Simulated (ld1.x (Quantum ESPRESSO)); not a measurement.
# mercury: one change to a PAW potential, before and after

```
Element                 : Hg
Generator               : ld1.x (Quantum ESPRESSO) 7.5
Type                    : PAW
Functional              : LDA (PZ)
Relativity              : scalar-relativistic
Frozen core             : [Xe] 4f14
Valence charge          : 12
Reference configuration : 5d10 6s2 6p0
Partial waves           : 6s (bound): rcut 1.45, rcutus 2.00 bohr; 6s channel at 0.2 Ry: rcut 1.45, rcutus 2.00 bohr; 6p (bound, empty): rcut 2.90, rcutus 3.20 bohr; 6p channel at 2.1 Ry: rcut 2.90, rcutus 3.20 bohr; 5d (bound): rcut 1.90, rcutus 2.45 bohr; 5d channel at -0.15 Ry: rcut 1.90, rcutus 2.45 bohr
Local potential         : all-electron potential smoothed inside 1.75 bohr (lloc = -1)
Core correction         : a·sin(br)/r model core, default radius (core density twice the valence density)
Augmentation charge     : GAUSS, radius 1.60 bohr
```

Change: core correction a·sin(br)/r model core inside 2.40 bohr.

Cutoffs: the cutoffs (Ry, on a coarse ladder) from which the occupation-weighted sum of valence levels, in a spherical-Bessel basis at the reference potential, stays within 10 and 1 mRy of its value at 400 Ry; they do not see the model core or the augmentation charge, which bear on the density cutoff. Errors are all-electron minus pseudo energies relative to the spin-unpolarised reference configuration.

What does the change do?

The potential gets neither clearly harder nor softer (18 Ry and 30 Ry → 18 Ry and 30 Ry); both files keep a bound ghost (s); of the 8 tests that both files solve, the error grows in 3 and shrinks in 1 by more than 15 % and 0.3 meV (median size 4.4 → 4.7 meV). The default core radius of the base comes out at 0.98 bohr. A wider model core is smoother and lowers the density cutoff, which this test does not measure.

```csv
quantity,base,changed
"cutoff, loose",18 Ry,18 Ry
"cutoff, tight",30 Ry,30 Ry
bound ghosts,s,s
"tests counted (converged, no solver errors)",8 of 9,8 of 9
"error for 5d10 6s1 6p0, meV [ΔE 11.05 eV]",-2.5,-2.7
"error for 5d10 6s0 6p0, meV [ΔE 30.44 eV]",-5.7,-6.2
"error for 5d9 6s0 6p0, meV [ΔE 66.26 eV]",-9.7,-31
"error for 5d10 6s1.5 6p0, meV [ΔE 4.53 eV]",-1.3,-1.3
"error for 5d10 6s0 6p1, meV [ΔE 18.59 eV]",-2.4,-3.1
"error for 5d9 6s2 6p0, meV [ΔE 15.73 eV]",+54,+37
"error for 5d10 6s1 6p0 (spin-polarised), meV [ΔE 10.89 eV]",-3.2,-3.3
"error for 5d9 6s0 6p0 (spin-polarised), meV [ΔE 66.10 eV]",-11,-29
s: phases at 3.49 bohr within 0.05 rad from the reference energy up to (Ry; the scan ends near 5),to the end of the scan,to the end of the scan
p: phases at 3.49 bohr within 0.05 rad from the reference energy up to (Ry; the scan ends near 5),2.8,2.8
d: phases at 3.49 bohr within 0.05 rad from the reference energy up to (Ry; the scan ends near 5),0.7,0.7
lowest overlap eigenvalue by channel,"s 0.52, p 0.44, d 0.14","s 0.52, p 0.44, d 0.14"
```

Base: Tests not counted: 5d8 6s0 6p0 (solver errors, printed error -576 eV). Changed file: Tests not counted: 5d8 6s0 6p0 (solver errors, printed error -576 eV). A true bound ghost makes a file unfit for plane-wave use even where its test errors are small: the radial tests pick states by their node count and pass the ghost by. Where a test does run into it, the solver fails or the error is huge.
